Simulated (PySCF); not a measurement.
**`F[C@@]12C[C@H](S)C[C@@H]1C2`, C6H9FS**

Molfile (atoms numbered from 1):
```
C6H9FS
     RDKit          3D

 17 18  0  0  0  0  0  0  0  0999 V2000
    1.8880   -1.9220    0.4290 F   0  0  0  0  0  0  0  0  0  0  0  0
    1.0436   -0.8685    0.2212 C   0  0  1  0  0  0  0  0  0  0  0  0
   -0.3176   -1.2298   -0.3257 C   0  0  0  0  0  0  0  0  0  0  0  0
   -1.2328   -0.0773    0.1058 C   0  0  2  0  0  0  0  0  0  0  0  0
   -1.4773    1.0665   -1.3208 S   0  0  0  0  0  0  0  0  0  0  0  0
   -0.5531    0.6194    1.2977 C   0  0  0  0  0  0  0  0  0  0  0  0
    0.9088    0.2362    1.2215 C   0  0  2  0  0  0  0  0  0  0  0  0
    1.6229    0.4709   -0.0875 C   0  0  0  0  0  0  0  0  0  0  0  0
   -0.6387   -2.1693    0.1290 H   0  0  0  0  0  0  0  0  0  0  0  0
   -0.3124   -1.3571   -1.4094 H   0  0  0  0  0  0  0  0  0  0  0  0
   -2.2313   -0.4350    0.3603 H   0  0  0  0  0  0  0  0  0  0  0  0
   -2.3694    1.8493   -0.7176 H   0  0  0  0  0  0  0  0  0  0  0  0
   -0.6976    1.7006    1.2637 H   0  0  0  0  0  0  0  0  0  0  0  0
   -0.9792    0.2488    2.2326 H   0  0  0  0  0  0  0  0  0  0  0  0
    1.4825    0.2489    2.1355 H   0  0  0  0  0  0  0  0  0  0  0  0
    2.6980    0.5555   -0.0450 H   0  0  0  0  0  0  0  0  0  0  0  0
    1.1585    1.0750   -0.8506 H   0  0  0  0  0  0  0  0  0  0  0  0
  2  1  1  1
  2  3  1  0
  3  4  1  0
  4  5  1  0
  4  6  1  0
  6  7  1  0
  7  8  1  0
  7  2  1  0
  8  2  1  0
  3  9  1  0
  3 10  1  0
  4 11  1  1
  5 12  1  0
  6 13  1  0
  6 14  1  0
  7 15  1  1
  8 16  1  0
  8 17  1  0
M  END
```

Computed with GIAO B97-2/pcSseg-1 magnetisability, rotational g tensor and spin-rotation constants, non-relativistic, gas phase (PySCF). Geometry: GFN2-xTB.

Question: What are the magnetisability and the molar susceptibility?

Answer: Isotropic -1495 × 10⁻³⁰ J/T², or -90.0 × 10⁻⁶ cm³/mol; principal values -1673, -1422, -1391 × 10⁻³⁰ J/T², anisotropy 268 × 10⁻³⁰ J/T² (root of half the summed squared differences of the principal values). The susceptibility is in cgs units.

Question: Split it along the inertial axes a, b, c into diamagnetic and paramagnetic parts about the centre of mass, with the quadrupole moment.

Answer: 
| axis | χ (10⁻⁶ cm³/mol) | diamagnetic (10⁻⁶ cm³/mol) | paramagnetic (10⁻⁶ cm³/mol) | summed x² of all electrons (Å²) | quadrupole Θ (D Å) |
| --- | --- | --- | --- | --- | --- |
| a | -100.3 | -488.4 | 388.1 | 197.0 | -5.05 |
| b | -84.0 | -1052.7 | 968.7 | 64.0 | +1.39 |
| c | -85.7 | -1106.9 | 1021.2 | 51.2 | +3.66 |

Anisotropies 2χaa − χbb − χcc = -30.9 and 2χbb − χaa − χcc = +18.0 × 10⁻⁶ cm³/mol. Θ is traceless in Buckingham's convention.

Question: And the rotational g tensor?

Answer: 
| axis | rotational constant (GHz) | g | nuclear part | electronic part |
| --- | --- | --- | --- | --- |
| a | 3.3300 | +0.0066 | 0.6137 | -0.6071 |
| b | 1.2023 | -0.0090 | 0.5382 | -0.5471 |
| c | 1.1371 | -0.0083 | 0.5372 | -0.5455 |

Asymmetric top; isotopes 12C, 19F, 1H, 32S; no vibrational averaging.
